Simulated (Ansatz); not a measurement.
Input for Ansatz (a program for electronic structure): R-PBE/def2-TZVPP on H2OSi (SMILES O[SiH]), a point of a torsion scan.

Ansatz 0.2 input:
```yaml
crystal:
  periodic: [false, false, false]
  atoms:
    - {symbol: O, position_ang: [-0.83358639, 0.24299399, 0.22037312]}
    - {symbol: Si, position_ang: [0.69021433, 0.68652348, -0.17024186]}
    - {symbol: H, position_ang: [-1.37000992, -0.43711453, -0.17895653]}
    - {symbol: H, position_ang: [0.50805393, 1.09235220, -1.59966714]}
basis:
  gaussian:
    orbitals: def2-TZVPP
hamiltonian:
  xc: {name: PBE}
scf: {lower_state_search: off}
```

Program output:

```
WARN ansatz: RAYON_NUM_THREADS=1 ignored (pool sized by the plan → 1); use --threads N
Functional definition: PBE
these checks for a lower state are left out or cut short: stability, starts, cluster_reference, orbital_swaps, neighbouring_geometries, increment
integrals: 0.02 GiB planned
557 factors; their error is unknown
mean field: 0.20 GiB planned
mean field evaluation 1: about -9944.8490 eV, gradient 6.3e1 eV
mean field evaluation 2: about -9885.4947 eV, gradient 1.6e2 eV
mean field evaluation 4: about -9951.1907 eV, gradient 7.4e0 eV
mean field evaluation 8: about -9951.3576 eV, gradient 2.0e-1 eV
mean field evaluation 16: about -9951.3405 eV, gradient 4.7e-5 eV
mean field -9951.34046377 eV, -365.7050167826 hartree, gradient 5.8e-6 eV, S^2 0.000000; 0 other end points of the search recorded, 0 dependent functions left out
reference -9951.34049400 eV, -365.7050178936 hartree; 12, 12 occupied and 89, 89 virtual orbitals, 557 factors
Total energy: -9951.34049400 eV, -365.7050178936 hartree
Checks for a lower state left out: stability, starts, cluster_reference, orbital_swaps, neighbouring_geometries, increment
```

Self-consistency was reached.

Cost: around 0.5 core-seconds (rough).
